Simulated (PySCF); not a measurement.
C₂H₉GeNO.
Bonds: C1–C2, C2–O3, O3–Ge4, Ge4–N5. Hydrogens: H6, H7, H8 on C1; H9, H10 on C2; H11, H12 on Ge4; H13, H14 on N5.

Computed, not measured: PBE0-D3(BJ)/def2-SVP geometry optimisation, gas phase (PySCF).

What internal coordinates does the optimisation give?

```
               bond  length (Å)
              C1–C2       1.512
              C2–O3       1.404
             O3–Ge4       1.790
             Ge4–N5       1.814
C1–H6, C1–H7, C1–H8       1.100
      C2–H9, C2–H10       1.110
   Ge4–H11, Ge4–H12       1.541
     N5–H13, N5–H14       1.016
```

Bonds in one row agree within 0.01 Å and their mean is given. A selection of angles:
```
      angle  degrees
   C2–C1–H6    111.0
   C2–C1–H7    110.3
   H6–C1–H7    108.6
   H7–C1–H8    108.0
   C1–C2–O3    109.3
   C1–C2–H9    109.6
   O3–C2–H9    111.0
  H9–C2–H10    106.3
  C2–O3–Ge4    120.2
  O3–Ge4–N5    109.5
 O3–Ge4–H11    108.4
 N5–Ge4–H11    108.8
H11–Ge4–H12    113.1
 Ge4–N5–H13    114.8
 H13–N5–H14    108.8
```

Torsions: C1–C2–O3–Ge4 178° (antiperiplanar); C2–O3–Ge4–N5 -179° (antiperiplanar).

N5 (nitrogen bonded to Ge and 2 H) is pyramidal (angles 114.9°, 114.8° and 108.8°, sum 338.4°, 0.33 Å off the plane of its three neighbours). The 5 heavy atoms lie in one plane (0.016 Å rms). Ge4 (germanium bonded to N, O and 2 H) is distorted tetrahedral (angles from 108.1° to 113.1°).

Stationary, but not proved a minimum. One conformer, not necessarily the lowest (C1–C2–O3–Ge4 178°, C2–O3–Ge4–N5 -179°, O3–Ge4–N5–H 63° and -64°).
